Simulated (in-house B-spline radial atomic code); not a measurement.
## P⁺: [Ne] 3s2 3p2

Method: non-relativistic TPSSh, spin-polarised, spherical fractional occupations, point nucleus. Calculated with a B-spline radial code for spherical atoms.

Effective charges: Z_r = [3n² - l(l+1)]/(2<r>) from the radius, Z_e = n√(-2ε) from the energy, and Slater's rules. Values are occupation-weighted means over spin.

```
shell  electrons   ε (eV)  <r> (bohr)    Z_r    Z_e  Slater
   1s          2  -2105.3      0.1039  14.44  12.44   14.70
   2s          2  -188.31      0.5196  11.55   7.44   10.85
   2p          6  -137.93       0.485  10.31   6.37   10.85
   3s          2  -23.742       1.833   7.37   3.96    5.15
   3p          2  -15.345       2.113   5.92   3.19    5.15
```

The least bound orbital is 3p up at -15.34 eV, and it is also the most diffuse (<r> = 2.113 bohr).

The density falls to 0.001 bohr⁻³ at 3.808 bohr; Σ<r²> = 20.618 bohr² gives, by the non-relativistic formula and without the paramagnetism of open shells, a Langevin diamagnetic susceptibility of -16.33×10⁻⁶ cm³/mol.

Caution: exact exchange at fractional occupations of open shells leaves self-interaction of up to several eV.
